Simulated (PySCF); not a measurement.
**Excitation energy of Li by level of theory**

Li [He] 2s1 (2S) → Li [He] 3d1 (2D), as a difference of total energies. Calculation: PySCF 2.14, in aug-cc-pCVTZ; no relativity, point nucleus. Correlated levels: valence and next inner shell: nothing frozen. The calculations carry no spin-orbit coupling.

```csv
method,excitation energy (eV)
UHF,4.363
LDA,4.075
PBE,3.985
PBE0,4.094
r2SCAN,4.014
BLYP,3.927
wB97X,4.179
TPSSh,4.034
M06-2X,4.051
MP2 (valence and next inner shell),4.392
SCS-MP2 (valence and next inner shell),4.389
```

Errors of the correlated levels include the incompleteness of this basis.

The promoted electron is Rydberg-like, and one or two diffuse shells describe it only roughly, which tends to raise the upper state.

Task: Which method comes closest to the reference value, and which is furthest?

Result: The reference is 3.879 eV (measured; NIST levels, between the centres of gravity of the two terms). Closest: BLYP (error 0.048 eV); furthest: MP2 (valence and next inner shell) (error 0.513 eV).
